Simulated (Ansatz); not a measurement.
Mulliken charges of CH₄F₂Ge (`[CH3][GeH]([F])[F]`) from ωB97M-V/def2-TZVPP in Ansatz (PBE0-D4/def2-TZVP geometry).

| atom | x (Å) | y (Å) | z (Å) | charge (e) |
| --- | --- | --- | --- | --- |
| C1 | -0.327 | 0.972 | -0.229 | -0.457 |
| Ge2 | 0.204 | -0.812 | 0.254 | 0.792 |
| F3 | 1.874 | -0.782 | 0.707 | -0.376 |
| F4 | 0.164 | -1.799 | -1.166 | -0.376 |
| H5 | -1.357 | 0.971 | -0.588 | 0.137 |
| H6 | -0.248 | 1.633 | 0.635 | 0.137 |
| H7 | 0.329 | 1.333 | -1.020 | 0.145 |
| H8 | -0.546 | -1.573 | 1.351 | -0.002 |

Question: By hand: the dipole of these point charges (1 e Å = 4.8032 D).

Answer: Σ q r = (-0.626, 0.436, 0.334) e Å, of length 0.833 e Å = 4.00 D.

Question: How does the dipole of the full density compare? (An estimate is asked.)

Answer: The calculation gave: (-0.467, 0.424, 0.196) e Å, 3.17 D; the point charges give 1.26 times that, at 9° from its direction.

Point charges leave out the atoms' own dipoles, such as those of lone pairs, and Mulliken's split depends on the basis, so the two needn't agree.
